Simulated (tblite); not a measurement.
CH₂NS (SMILES N[C]=S), doublet, at a GFN2-xTB geometry; GFN1-xTB (tblite).

Input for tblite:
```
$ tblite run mol.xyz --method gfn1 --charge 0 --spin 1 --etemp 2000 --json tblite.json --no-restart

# file mol.xyz
5

N     -1.58263000    -0.00053854     0.04940306
C     -0.36981097    -0.48496081     0.00133664
S      1.09135866     0.15905915    -0.03072676
H     -1.79109446     0.99541301     0.07687985
H     -2.37336827    -0.62682478     0.06090696
```

It wrote (shortened):

```
xTB calculator
 | screened Coulomb repulsion
 | Coulomb electrostatics
 |  * isotropic Klopman-Ohno-Mataga-Nishimoto electrostatics
 |  * onsite third-order electrostatics
 | DFT-D3(BJ) dispersion correction

halogen bonding energy    0.0000000000000E+00 Eh
repulsion energy          9.9909575590384E-02 Eh
dispersion energy        -1.1708616028014E-03 Eh
number of electrons       1.7000000000000E+01 e
integral cutoff           1.9731147476801E+01 bohr

------------------------------------------------------------
  cycle        total energy    energy error   density error
------------------------------------------------------------
      1     -9.931418070166  -1.0030157E+01   5.3639927E-01
      2     -9.922907827016   8.5102431E-03   4.2328851E-01
      3     -9.972119766672  -4.9211940E-02   2.1832794E-01
      4     -9.993141036747  -2.1021270E-02   3.6836340E-02
      5     -9.993698718710  -5.5768196E-04   6.1285601E-03
      6     -9.993708344653  -9.6259427E-06   6.4816695E-04
      7     -9.993708595670  -2.5101740E-07   1.7442848E-04
      8     -9.993708601693  -6.0222316E-09   2.1977243E-05
      9     -9.993708602005  -3.1252867E-10   4.2973385E-06
------------------------------------------------------------

electronic energy        -1.0092447315993E+01 Eh
total energy             -9.9937086020050E+00 Eh

Post processing:
 | Mayer-Wiberg bond orders

[Info] JSON dump of results written to 'tblite.json'
```
